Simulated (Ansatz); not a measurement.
Nb4N4, relaxed as a quintet with UKS r2SCAN-D4/def2-SVP in Ansatz, starting from the r2SCAN-D4/def2-SVP geometry of the neutral singlet. Force threshold 0.02 eV/Å.

In the def2 sets Nb takes a core potential; there is no spin–orbit coupling. At r2SCAN-D4/def2-SVP a triplet of charge 0 lies 0.65 eV below the quintet, each at its own geometry. The structure comes from a short search, and lower isomers may exist.

Start:

```xyz
8

Nb    0.282    1.927   -0.819
Nb    0.680   -0.612   -1.338
Nb   -1.643   -0.214   -0.469
Nb    0.315   -1.837    0.862
N     1.563    0.798    0.076
N    -1.471   -1.340    1.043
N     1.596   -0.370    0.647
N    -1.321    1.648   -0.002
```

Problem. Estimate the energy that the relaxation releases and the steps that it takes.

Solution. 7.3 kcal/mol, in 6 steps; 94 s on 4 threads of Arm Neoverse V2 on a shared host. No frequencies were taken in this run, so the end may be a saddle point.

Problem. Does the start keep its bonding?

Solution. By distances, no bond broke or formed. The bond that changes most is Nb2–N7, from 2.20 to 2.09 Å (atoms count from 1).

Problem. Predict the relaxed structure.

Solution. 
```csv
atom,x (Å),y (Å),z (Å)
Nb1,0.265,1.988,-0.710
Nb2,0.745,-0.552,-1.329
Nb3,-1.624,-0.185,-0.411
Nb4,0.295,-1.896,0.918
N5,1.613,0.750,0.052
N6,-1.447,-1.378,1.110
N7,1.621,-0.465,0.563
N8,-1.470,1.738,-0.193
```
Bond lengths (bridged metal pairs left out): 8 × N–Nb 1.83 to 2.09 Å; 1 × Nb–Nb 2.57 Å; 1 × N–N 1.32 Å.
